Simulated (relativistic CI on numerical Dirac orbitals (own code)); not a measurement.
## Fe2+: M2,3 absorption edge

Computed with this model: Dirac-Coulomb-Breit CI, separate exchange-only KLI orbitals for each configuration, model QED, valence Slater integrals scaled by 0.9, multiplet model of core-to-valence dipole absorption; configurations [Ar] 3d6 → [Ne] 3s2 3p5 3d7; 300 K; Lorentzian 0.8 eV and Gaussian 0.3 eV FWHM. Energies are those of the free ion, without screening or charge transfer. The branching ratio is the share of the lower-energy edge in the whole absorption, uncertain by about 0.02 where the edges overlap. S is read from ⟨S²⟩ = S(S + 1).

Field parameters in Wybourne normalisation: D4h B²₀ = −7Ds, B⁴₀ = 21(Dq − Dt), B⁴₄ = 21√(5/14) Dq. The field is a parameter set, without covalency.

Peaks in eV (height, largest 100): 55.6 (41), 59.5 (59), 60.7 (100).

**Question.** Which surroundings give this spectrum?
A. D4h, 10Dq = 19700, Ds = -860, Dt = 810 cm⁻¹
B. free ion
C. D4h, 10Dq = 19700, Ds = -1500, Dt = 810 cm⁻¹
D. D4h, 10Dq = 19700, Ds = -210, Dt = 810 cm⁻¹

**Answer.** B. free ion, where the ground state has S = 2.00.
